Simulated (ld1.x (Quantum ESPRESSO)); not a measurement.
caesium: one change to a TM potential, before and after

```json
{
 "Element": "Cs",
 "Generator": "ld1.x (Quantum ESPRESSO) 7.5",
 "Type": "norm-conserving Troullier–Martins (Kleinman–Bylander form)",
 "Functional": "LDA (PZ)",
 "Relativity": "fully relativistic",
 "Frozen core": "[Xe]",
 "Valence charge": "1",
 "Reference configuration": "5d0.5 6s0.5 6p0",
 "Partial waves": "6p (bound, empty): rc 3.75 bohr; 5d (bound): rc 4.20 bohr; 4f channel at 0.45 Ry: rc 4.55 bohr; 6s (bound): rc 3.10 bohr",
 "Local potential": "the s channel",
 "Core correction": "none"
}
```

Open shells are filled in proportion to 2j + 1 (rel_dist='average').

Change: local potential the f channel.

Cutoffs: the cutoffs (Ry, on a coarse ladder) from which the occupation-weighted sum of valence levels, in a spherical-Bessel basis at the reference potential, stays within 10 and 1 mRy of its value at 400 Ry; they do not see the model core or the augmentation charge, which bear on the density cutoff. Errors are all-electron minus pseudo energies relative to the spin-unpolarised reference configuration.

Task: What does the change do?

Result: Both files are so soft that the ladder of cutoffs tells neither apart; the bound ghosts move from p to p, s; the errors of the 4 common tests hardly move. In the separable form a ghost depends on how the local part lies against the semilocal potential of the channel, so the choice of the local part can create or remove one.

| quantity | base | changed |
| --- | --- | --- |
| cutoff, loose | 6 Ry | 6 Ry |
| cutoff, tight | 8 Ry | 8 Ry |
| bound ghosts | p1/2, p3/2 | s, p3/2, p1/2 |
| error for 5d0 6s1 6p0, meV [ΔE -0.87 eV] | +25 | +23 |
| error for 5d0 6s0.5 6p0, meV [ΔE 0.69 eV] | +42 | +38 |
| error for 5d0 6s0 6p1, meV [ΔE 0.61 eV] | +98 | +97 |
| error for 5d1 6s0 6p0, meV [ΔE 0.85 eV] | +21 | +21 |
| s: phases at 4.95 bohr within 0.05 rad from the reference energy up to (Ry; the scan ends near 5) | n/a | n/a |
| p1/2: phases at 4.95 bohr within 0.05 rad from the reference energy up to (Ry; the scan ends near 5) | 1.9 | 1.9 |
| p3/2: phases at 4.95 bohr within 0.05 rad from the reference energy up to (Ry; the scan ends near 5) | 1.5 | 1.7 |
| d3/2: phases at 4.95 bohr within 0.05 rad from the reference energy up to (Ry; the scan ends near 5) | 0.6 | 0.4 |
| d5/2: phases at 4.95 bohr within 0.05 rad from the reference energy up to (Ry; the scan ends near 5) | 0.6 | 0.4 |
| f5/2: phases at 4.95 bohr within 0.05 rad from the reference energy up to (Ry; the scan ends near 5) | 0.6 | 0.5 |
| f7/2: phases at 4.95 bohr within 0.05 rad from the reference energy up to (Ry; the scan ends near 5) | 0.6 | 0.6 |

Base: The cutoffs count occupied waves only; the empty 6p level needs 12 Ry at the loose tolerance. Changed file: The cutoffs count occupied waves only; the empty 6p level needs 10 Ry at the loose tolerance. A true bound ghost makes a file unfit for plane-wave use even where its test errors are small: the radial tests pick states by their node count and pass the ghost by.
